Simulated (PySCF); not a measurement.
# Shapes and spin states of RuCl₂

Computed with PBE0/[Ru def2-SVP with ECP28, Cl def2-SVP], scalar-relativistic core potentials, density fitting, no spin–orbit coupling, PySCF.

Relaxations began from a few typed shapes and spin states; open shells are unrestricted. The search is not exhaustive: other isomers or separated fragments can lie lower, and high-lying points may rest on an excited occupation.

| spin | group | bonds | angles | imaginary modes (cm⁻¹) | ΔE (kJ/mol) | ΔE with ZPE (kJ/mol) |
| --- | --- | --- | --- | --- | --- | --- |
| quintet | D∞h | Ru–Cl 2.255 Å (×2) | Cl–Ru–Cl 180.0° | none | 0.0 | 0.0 |
| triplet | C2v | Ru–Cl 2.201 Å (×2) | Cl–Ru–Cl 111.9° | none | 114.5 | 114.5 |
| singlet (closed shell, unstable to spin polarisation) | C2v | Ru–Cl 2.220 Å (×2) | Cl–Ru–Cl 130.2° | none | 228.4 | 228.3 |
| singlet (closed shell, unstable to spin polarisation) | D∞h | Ru–Cl 2.233 Å (×2) | Cl–Ru–Cl 180.0° | 72i | 241.4 | – |

The lowest minimum found is the quintet D∞h: Ru–Cl 2.255 Å (×2); Cl–Ru–Cl 180.0°.

Formally Ru is in oxidation state +2, d6, with 4 unpaired electrons (the high-spin count). The Mulliken spin on Ru is 3.57. The polar-tensor charge on Ru, 1.15, is far below the formal one.

For the lowest minimum: with open d or f shells other occupations or spin states may lie lower.

The electron or spin density has lower symmetry than the nuclear frame for the singlet (closed shell, unstable to spin polarisation) D∞h at 241.4 kJ/mol.
